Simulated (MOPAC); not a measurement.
A run for MOPAC: AM1 on CH3NOS (a complex), monomers drawn apart or pushed together.

```
AM1 1SCF PRECISE CHARGE=0 THREADS=1
CH3NOS

N      0.08141715 1    -0.08459136 1     0.02662002 1
H      0.71660553 1     0.69713029 1    -0.08731696 1
H      0.50144824 1    -0.88624045 1    -0.42973354 1
H     -0.76990162 1     0.13822243 1    -0.47619660 1
O      1.19050234 1     1.00873069 1     3.28104245 1
C      0.41387312 1     0.22684228 1     3.62882545 1
S     -0.62541458 1    -0.81964651 1     4.14161885 1
```

Output:

```
*******************************************************************************
 **                                                                           **
 **                              MOPAC v23.2.5                                **
 **                                                                           **
 *******************************************************************************
 ** MOPAC's Digital Object Identifier: https://doi.org/10.5281/zenodo.6511958 **
 **                                                                           **
 ** Please cite the open-source release paper for use of this MOPAC version:  **
 ** J. E. Moussa and J. J. P. Stewart (2026)                                  **
 ** MOPAC: An open-source semiempirical molecular orbital program             **
 ** J. Open Source Softw., 11(119), 8025, https://doi.org/10.21105/joss.08025 **
 *******************************************************************************

                              AM1 CALCULATION RESULTS

 *******************************************************************************
 *  AM1        - The AM1 Hamiltonian to be used
 *
 *
 *
 *                 CHARGE ON SYSTEM = 0
 *
 *
 *
 *  PRECISE    - TIGHTER CRITERIA TO BE USED
 *  1SCF       - DO 1 SCF AND THEN STOP
 *  THREADS=1  - MULTI-THREADING NOT USED
 *  T=         - A TIME OF 172800.0 SECONDS REQUESTED
 *  DUMP=N     - RESTART FILE WRITTEN EVERY 7200.0 SECONDS REQUESTED
 *******************************************************************************
AM1 1SCF PRECISE CHARGE=0 THREADS=1
 CH3NOS

   ATOM   CHEMICAL          X               Y               Z
  NUMBER   SYMBOL      (ANGSTROMS)     (ANGSTROMS)     (ANGSTROMS)

     1       N          0.08141715  *  -0.08459136  *   0.02662002  *
     2       H          0.71660553  *   0.69713029  *  -0.08731696  *
     3       H          0.50144824  *  -0.88624045  *  -0.42973354  *
     4       H         -0.76990162  *   0.13822243  *  -0.47619660  *
     5       O          1.19050234  *   1.00873069  *   3.28104245  *
     6       C          0.41387312  *   0.22684228  *   3.62882545  *
     7       S         -0.62541458  *  -0.81964651  *   4.14161885  *



          CARTESIAN COORDINATES

    NO.       ATOM           X           Y           Z

     1         N          0.0814     -0.0846      0.0266
     2         H          0.7166      0.6971     -0.0873
     3         H          0.5014     -0.8862     -0.4297
     4         H         -0.7699      0.1382     -0.4762
     5         O          1.1905      1.0087      3.2810
     6         C          0.4139      0.2268      3.6288
     7         S         -0.6254     -0.8196      4.1416

  H: (AM1): M.J.S. DEWAR ET AL, J. AM. CHEM. SOC. 107 3902-3909 (1985)
  C: (AM1): M.J.S. DEWAR ET AL, J. AM. CHEM. SOC. 107 3902-3909 (1985)
  N: (AM1): M.J.S. DEWAR ET AL, J. AM. CHEM. SOC. 107 3902-3909 (1985)
  O: (AM1): M.J.S. DEWAR ET AL, J. AM. CHEM. SOC. 107 3902-3909 (1985)
  S: (AM1): M.J.S. DEWAR, Y-C YUAN, INORGANIC CHEMISTRY, 29, 3881:3890,  (1990)

           Empirical Formula: C H3 N O S  =     7 atoms



      MOLECULAR POINT GROUP   :   C1


      RHF CALCULATION, NO. OF DOUBLY OCCUPIED LEVELS = 12


 -------------------------------------------------------------------------------
 AM1 1SCF PRECISE CHARGE=0 THREADS=1
 CH3NOS



     1SCF WAS SPECIFIED, SO BFGS WAS NOT USED
     SCF FIELD WAS ACHIEVED


                              AM1 CALCULATION
                                                       MOPAC v23.2.5 Linux




          FINAL HEAT OF FORMATION =        -30.38025 KCAL/MOL =    -127.11098 KJ/MOL


          COSMO AREA              =        120.51 SQUARE ANGSTROMS
          COSMO VOLUME            =        101.02 CUBIC ANGSTROMS

          IONIZATION POTENTIAL    =         10.141719 EV
          HOMO LUMO ENERGIES (EV) =        -10.142  0.059
          NO. OF FILLED LEVELS    =         12
          MOLECULAR WEIGHT        =         77.1008         POINT GROUP:  C1

          MOLECULAR DIMENSIONS (Angstroms)

            Atom       Atom       Distance
            S     7    H     4     4.71833
            O     5    H     3     2.67486
            H     3    H     4     1.45086


          SCF CALCULATIONS        =          1





   ATOM   CHEMICAL          X               Y               Z
  NUMBER   SYMBOL      (ANGSTROMS)     (ANGSTROMS)     (ANGSTROMS)

     1       N          0.08141715  *  -0.08459136  *   0.02662002  *
     2       H          0.71660553  *   0.69713029  *  -0.08731696  *
     3       H          0.50144824  *  -0.88624045  *  -0.42973354  *
     4       H         -0.76990162  *   0.13822243  *  -0.47619660  *
     5       O          1.19050234  *   1.00873069  *   3.28104245  *
     6       C          0.41387312  *   0.22684228  *   3.62882545  *
     7       S         -0.62541458  *  -0.81964651  *   4.14161885  *

                             CARTESIAN COORDINATES

   1    N        0.081417150    -0.084591360     0.026620020
   2    H        0.716605530     0.697130290    -0.087316960
   3    H        0.501448240    -0.886240450    -0.429733540
   4    H       -0.769901620     0.138222430    -0.476196600
   5    O        1.190502340     1.008730690     3.281042450
   6    C        0.413873120     0.226842280     3.628825450
   7    S       -0.625414580    -0.819646510     4.141618850


           Empirical Formula: C H3 N O S  =     7 atoms



      MOLECULAR POINT GROUP   :   C1


                  EIGENVALUES
 -41.78722 -32.61955 -27.00754 -19.03150 -17.39585 -17.37195 -15.87819 -15.87133
 -13.41594 -10.72323 -10.17370 -10.14172   0.05884   0.08734   0.12031   4.03643
   4.88575   5.81352   5.81854


              NET ATOMIC CHARGES AND DIPOLE CONTRIBUTIONS

  ATOM NO.   TYPE          CHARGE      No. of ELECS.   s-Pop       p-Pop
    1          N          -0.380561        5.3806     1.60774     3.77282
    2          H           0.126164        0.8738     0.87384
    3          H           0.126944        0.8731     0.87306
    4          H           0.127447        0.8726     0.87255
    5          O          -0.121577        6.1216     1.89065     4.23092
    6          C           0.107205        3.8928     1.30433     2.58847
    7          S           0.014379        5.9856     1.91063     4.07499
 DIPOLE           X         Y         Z       TOTAL
 POINT-CHG.    -0.405    -0.408    -0.416     0.710
 HYBRID         1.095     1.101    -1.675     2.284
 SUM            0.690     0.694    -2.092     2.309


          ATOMIC ORBITAL ELECTRON POPULATIONS

     Atom    s        px        py        pz
    1  N   1.60774   1.08961   1.08949   1.59372
    2  H   0.87384
    3  H   0.87306
    4  H   0.87255
    5  O   1.89065   1.36019   1.35766   1.51307
    6  C   1.30433   0.88367   0.88476   0.82003
    7  S   1.91063   1.26656   1.26117   1.54726

 **********************
 *                    *
 * JOB ENDED NORMALLY *
 *                    *
 **********************




 == MOPAC DONE ==
```

The run finished.

Cost: around 0.03 core-seconds (rough).
